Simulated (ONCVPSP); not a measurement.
Plane-wave convergence, ONCV potential for Ta

Ta, optimised norm-conserving Vanderbilt (ONCV), made with ONCVPSP 4.0.1 (LDA (Perdew-Wang 92), scalar-relativistic). Core [Kr] 4d10 4f14 5s2, reference 5p6 5d3.5 6s1.5. Waves: 6s: rc 2.85 bohr, ncon 5, nbas 8, qcut 1.9 1/bohr, 2 projectors, debl 1.4 Ha; 5p: rc 1.30 bohr, ncon 4, nbas 7, qcut 7.4 1/bohr, 2 projectors, debl 2.7 Ha; 5d: rc 1.85 bohr, ncon 4, nbas 8, qcut 5.7 1/bohr, 2 projectors, debl 1.3 Ha. Local part: polynomial inside 1.05 bohr (lpopt 5, dvloc0 0 Ha). Core correction: none.

**Question.** For each optimised wave give the share of its norm inside rc, the residual kinetic energy above qcut (Ha) and the cutoffs (Ha) for errors of 10, 1, 0.1 and 0.01 mHa per electron.

**Answer.**

```tsv
wave	norm inside rc	residual KE	10 mHa	1 mHa	0.1 mHa	0.01 mHa
6s	0.386	1.1e-02	1.8	7.0	16.0	19.4
s projector 2	0.147	1.7e-01	4.8	13.1	24.7	28.9
5p	0.552	1.3e-03	20.8	28.9	78.1	92.4
p projector 2	0.053	4.4e-04	16.0	24.9	42.4	83.4
5d	0.408	5.8e-05	9.6	12.8	15.8	29.1
d projector 2	0.219	1.6e-04	10.8	14.1	17.0	26.5
```

The occupied waves need 29 Ha and 78 Ha for 1 and 0.1 mHa. Note: ghosts flagged at negative energy: s at -224.6 eV; GHOST(+) flagged for s at 37.7 eV, p at 296.4 eV. A true bound ghost makes a file unfit for plane-wave use.
